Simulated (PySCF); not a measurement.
Compound: C5H8Si (charge +1 and doublet state).
Numbering: `[CH3:1][Si@@H:2]1[CH:3]=[CH:4][CH:5][CH+:6]1` (hydrogens: H7, H8, H9 on C1; H10 on Si2; H11 on C3; H12 on C4; H13 on C5; H14 on C6)

Cartesian coordinates in Å at the GFN2-xTB level; atoms count from 1:
```xyz
14
C5H8Si angstrom
C      2.247    0.014    0.749
Si     0.699   -0.151   -0.310
C     -0.608    1.268   -0.070
C     -1.836    0.770    0.187
C     -1.881   -0.626    0.487
C     -0.690   -1.262    0.475
H      2.904    0.795    0.367
H      2.825   -0.909    0.745
H      2.015    0.254    1.787
H      0.757   -0.456   -1.734
H     -0.368    2.316   -0.127
H     -2.734    1.375    0.153
H     -2.815   -1.136    0.691
H     -0.517   -2.253    0.858
```

Computed with PySCF, UKS B3LYP, pcH-1 on C H Si, non-relativistic, mean-field spin-orbit, GIAO. One conformer (not necessarily the lowest) at the GFN2-xTB geometry, without solvent, vibrations or thermal averaging. The geometry wasn't refined by DFT: couplings that depend on bond lengths, twists or pyramidal angles can differ widely from those at the functional's own minimum, by a factor of two or more for some ions and for spin on atoms past the first row. Stability of the SCF solution: not tested.

Q: Give the principal g shifts and their parts.

A: 
| Δg (ppm) | 1 | 2 | 3 |
| --- | --- | --- | --- |
| relativistic mass correction | -138 | -138 | -138 |
| gauge correction | 29 | -19 | 58 |
| orbital Zeeman/spin–orbit | 405 | 699 | 815 |
| total | 296 | 542 | 735 |

So g = 2.00262, 2.00286, 2.00305 and g_iso = 2.00284; the tensor is rhombic: the two nearest values differ by 44 % of g3 − g1. Axes: g1 points within 15° of the C6–H14 bond.

Q: What effective moment and Curie constant follow for a powder?

A: With the mean of g² = 4.0114 and S(S+1) = 0.75: μ_eff = √(⟨g²⟩S(S+1)) = 1.735 μB and χT = 0.12505·⟨g²⟩·S(S+1) = 0.376 cm³ K/mol (cgs; spin-Hamiltonian part alone).

Q: Average each term over the three axes. Which is largest in size?

A: The orbital-Zeeman/spin–orbit term 640, the mass correction -138 and the gauge correction 22 ppm, for a total of 525 ppm. The orbital-Zeeman/spin–orbit term is the largest in size. The mass correction is the same along every axis, so the anisotropy comes from the other two: their spans along these axes are 76 (gauge) and 410 ppm (orbital Zeeman/spin–orbit).

Q: In a frozen sample, at which fields do the three g values resonate at 9.5, 34, 94 and 263 GHz (hyperfine left aside), and which band first spreads them over more than twice a line width of 1.0 mT?

A: 
```csv
band,GHz,B(g3) mT,B(g2) mT,B(g1) mT,spread mT
X,9.5,338.86,338.89,338.93,0.07
Q,34.0,1212.76,1212.88,1213.03,0.27
W,94.0,3352.92,3353.25,3353.66,0.73
J,263.0,9381.05,9381.95,9383.11,2.06
```

The spread grows in proportion to the frequency. J band is the first where it exceeds 2.0 mT.

Largest spin populations (Mulliken): C6 (+0.46), C3 (+0.46), C5 (+0.07) and C4 (+0.07).

The HOMO–LUMO gaps are 4.89 eV among the α and 3.50 eV among the β orbitals.

The SMILES draws the unpaired electron on C5; the largest computed Mulliken spin population is on C6 (0.46 against 0.07).
